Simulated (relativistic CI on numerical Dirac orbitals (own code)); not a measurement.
Rh34+: computed level list

These numbers are calculated, not measured: Dirac-Coulomb-Breit CI, KLI orbitals optimised for each configuration, model QED, unscaled Slater integrals (own radial code, finite nucleus).

CI space (outside the closed core [Ne]): 3s, 3p, 3d, 4s, 4p, 4d, 4f, 5s, 5p, 5d, 5f, 5g, 6s, 6p, 6d. Levels of other configurations are missing.

The lowest level is 3s 2S_1/2, with 100 % of that term; Hund's rules for 3s give 2S with J = 1/2, in agreement.

```
No.  Configuration  Term    J  E (10³ cm⁻¹)    %  Lifetime (s)  jj configuration (%)
  1             3s    2S  1/2           0.0  100                            3s (100)
  2             3p   2P°  1/2         625.0  100      5.73e-11           3p1/2 (100)
  3             3p   2P°  3/2         922.9  100      1.73e-11           3p3/2 (100)
  4             3d    2D  3/2        1735.4  100      1.28e-11           3d3/2 (100)
  5             3d    2D  5/2        1798.4  100      2.33e-11           3d5/2 (100)
  6             4s    2S  1/2        7861.0  100      1.88e-13              4s (100)
  7             4p   2P°  1/2        8118.2  100      1.64e-13           4p1/2 (100)
  8             4p   2P°  3/2        8238.5  100      1.92e-13           4p3/2 (100)
  9             4d    2D  3/2        8544.4  100      9.62e-14           4d3/2 (100)
 10             4d    2D  5/2        8572.0  100      9.48e-14           4d5/2 (100)
 11             4f   2F°  5/2        8730.3  100      4.48e-14           4f5/2 (100)
 12             4f   2F°  7/2        8741.7  100      4.52e-14           4f7/2 (100)
 13             5s    2S  1/2       11334.9  100      2.32e-13              5s (100)
 14             5p   2P°  1/2       11464.0  100      2.01e-13           5p1/2 (100)
 15             5p   2P°  3/2       11524.2  100      2.32e-13           5p3/2 (100)
 16             5d    2D  3/2       11673.5  100      1.29e-13           5d3/2 (100)
 17             5d    2D  5/2       11687.8  100      1.28e-13           5d5/2 (100)
 18             5f   2F°  5/2       11766.2  100      8.38e-14           5f5/2 (100)
 19             5f   2F°  7/2       11772.0  100      8.46e-14           5f7/2 (100)
 20             5g    2G  7/2       11781.9  100      1.55e-13           5g7/2 (100)
 21             5g    2G  9/2       11785.4  100      1.55e-13           5g9/2 (100)
 22             6s    2S  1/2       13172.0  100      3.21e-13              6s (100)
 23             6p   2P°  1/2       13245.7  100      2.79e-13           6p1/2 (100)
 24             6p   2P°  3/2       13280.1  100      3.17e-13           6p3/2 (100)
 25             6d    2D  3/2       13364.2  100      1.87e-13           6d3/2 (100)
 26             6d    2D  5/2       13372.5  100      1.88e-13           6d5/2 (100)
```

Energies count from the lowest computed level; ° marks odd parity; lifetimes are radiative, by E1, M1, E2, M2 decay to levels of this space only. Filled j subshells are mostly left out of the jj labels.

The mean weight of the leading LS term, summed over parents, in these 26 levels is 100 %, and that of the leading jj configuration (from the same eigenvectors) 100 %.

At this charge energies of transitions that change n are usually good to better than 1 %, and those within a shell (Δn = 0) to a few per cent.
